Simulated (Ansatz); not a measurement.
H3PTe, SMILES `P[TeH]`, relaxed with RKS PBE-D4/def2-SVP in Ansatz from a rough embedded geometry. The force threshold is 0.03 eV/Å; the program also tests the step.

Total charge 0; spin multiplicity 1. Te takes the def2 core potential.

Start:

```xyz
5

P    -0.264    0.366   -0.919
Te    0.320   -1.307    0.793
H     0.928    0.344   -1.600
H     0.079    1.468   -0.032
H    -1.063   -0.871    1.758
```

Problem. By how much does the energy fall, and how many steps does the optimiser take? (An estimate is asked.)

Solution. Ansatz gave: 24.21 kJ/mol, in 8 steps.

Problem. Which bonds change most? (An estimate is asked.)

Solution. Ansatz gave: P1–H3 from 1.373 to 1.442 Å; Te2–H5 from 1.741 to 1.682 Å; P1–Te2 from 2.464 to 2.523 Å; P1–H4 from 1.455 to 1.442 Å.

Problem. Give the relaxed structure. (Best estimate.)

Solution. Computed: 
```xyz
5

P    -0.342    0.561   -0.700
Te    0.408   -0.965    1.164
H     0.662    0.132   -1.642
H     0.454    1.692   -0.288
H    -1.183   -1.420    1.466
```
